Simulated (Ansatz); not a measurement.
Born–Oppenheimer molecular dynamics of C$_{3}$H$_{8}$OSi$_{2}$ (14 atoms, charge 0, multiplicity 1). It goes on from the last frame of an earlier run, with new velocities.

All numbers below come from RKS PBE0-D4/STO-3G (Ansatz 0.2.0).

| Property | Result |
| --- | --- |
| ensemble | NVE (velocity Verlet) |
| time step | 0.25 fs |
| steps asked | 250 |
| starting velocities drawn for | 400 K |
| seed | 706916 |

First frame:

```xyz
14
Properties=species:S:1:pos:R:3
Si -0.522 1.997 2.172
C 0.202 2.070 0.412
C 0.363 0.846 -0.086
C 0.528 -0.379 -0.602
O -0.512 -1.139 -1.221
Si -0.085 -2.664 -1.780
H -1.669 2.805 2.277
H -1.044 0.659 2.405
H 0.417 2.449 3.135
H 0.147 3.044 -0.093
H 1.610 -0.711 -0.631
H -1.016 -3.088 -2.839
H -0.407 -3.835 -0.832
H 1.367 -2.425 -1.937
```

Question: How far do the bonds stretch over the last three quarters of this one trajectory? (Pairs bonded in most of those frames.)

Answer: 
| bond | mean (Å) | spread (Å) | shortest | longest |
| --- | --- | --- | --- | --- |
| Si1–C2 | 1.875 | 0.052 | 1.78 | 1.94 |
| Si1–H7 | 1.450 | 0.029 | 1.41 | 1.49 |
| Si1–H8 | 1.447 | 0.023 | 1.41 | 1.49 |
| Si1–H9 | 1.448 | 0.017 | 1.42 | 1.47 |
| C2–C3 | 1.311 | 0.013 | 1.29 | 1.34 |
| C2–H10 | 1.101 | 0.008 | 1.09 | 1.12 |
| C3–C4 | 1.328 | 0.016 | 1.30 | 1.36 |
| C4–O5 | 1.411 | 0.027 | 1.37 | 1.46 |
| C4–H11 | 1.111 | 0.036 | 1.06 | 1.16 |
| O5–Si6 | 1.742 | 0.050 | 1.65 | 1.80 |
| Si6–H12 | 1.458 | 0.051 | 1.37 | 1.54 |
| Si6–H13 | 1.462 | 0.084 | 1.34 | 1.59 |
| Si6–H14 | 1.458 | 0.062 | 1.36 | 1.55 |

Mean temperature of the second half: 495 K. The conserved energy stayed within 0.049 meV per atom of its start (net change 0.025 meV per atom), so the integration is sound. A run of 0.062 ps of so small a system gives no equilibrium averages. Limits of this set-up: minimal basis.

The run took 9.1 min on 1 thread of Intel(R) Xeon(R) Platinum 8488C (Sapphire Rapids) (shared host), peak memory 0.13 GiB.
